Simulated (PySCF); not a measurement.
Species: pyranone, C5H4O2.
Bonds: O1–C2 (double), C2–C3, C3–C4 (double), C4–O5, O5–C6, C6–C7 (double), C2–C7. Hydrogens: H8 on C3; H9 on C4; H10 on C6; H11 on C7.

Computed by this run: B3LYP/6-31+G* geometry optimisation, gas phase (PySCF); density fitting, grid level 1; the optimiser is geomeTRIC in internal coordinates, started from a GFN2-xTB structure.

Geometry at step 0:
```
atom  x, y, z in Å
O1     -0.9819    2.2666    0.1391
C2     -0.4988    1.1522    0.0694
C3     -1.2888   -0.0803    0.0176
C4     -0.6948   -1.2793   -0.0602
O5      0.6345   -1.4625   -0.0942
C6      1.4099   -0.3677   -0.0483
C7      0.9410    0.8856    0.0278
H8     -2.3627    0.0025    0.0429
H9     -1.2288   -2.2187   -0.1015
H10     2.4608   -0.6211   -0.0794
H11     1.6150    1.7254    0.0609
```

Task: What forces act on the atoms?

Result: 
```tsv
atom	Fx (eV/Å)	Fy (eV/Å)	Fz (eV/Å)
O1	-0.509	1.181	0.070
C2	0.445	-1.028	-0.062
C3	-0.063	0.364	0.017
C4	-0.716	-0.402	0.001
O5	0.225	-0.535	-0.042
C6	0.782	0.246	0.006
C7	-0.220	0.299	0.019
H8	-0.288	-0.065	0.001
H9	0.006	-0.134	-0.008
H10	0.094	-0.094	-0.009
H11	0.244	0.166	0.007
```

The largest, 1.29 eV/Å, acts on O1; the rms over all components is 0.393 eV/Å. The forces sum to zero within rounding, as they must for an isolated molecule in no field.

Task: Give the force on O1 in Eh/bohr and in nN.

Result: 1.288 eV/Å ÷ 51.422 = 0.02505 Eh/bohr, and 1.288 eV/Å × 1.602 = 2.06 nN.

Task: How far is this geometry from the end of the optimisation?

Result: 0.037 eV above it, and 0.016 Å rms away after alignment. The bonds farthest from their final lengths, with half the difference of the two atoms' forces along the bond (positive lengthens):

| bond | now (Å) | final (Å) | force along bond (eV/Å) |
| --- | --- | --- | --- |
| O5–C6 | 1.342 | 1.361 | +0.48 |
| C4–O5 | 1.342 | 1.361 | +0.48 |
| O1=C2 | 1.217 | 1.233 | +1.20 |
| C6–C7 | 1.340 | 1.348 | +0.20 |
| C3–C4 | 1.340 | 1.348 | +0.20 |
| C3–H8 | 1.077 | 1.085 | +0.10 |

The angle farthest from its final value is C3–C4–H9, 124.1° against 125.5°.

Of the 3 listed bonds off by 0.010 Å or more, this force points towards the final length in 3.

The cost below is that of the whole optimisation. On one thread of an Intel Xeon Platinum 8375C at 2.90 GHz, no GPU, shared host with 128 logical CPUs at a one-minute load of 20, this took 18 s wall and 0.57 GiB of memory at its peak.
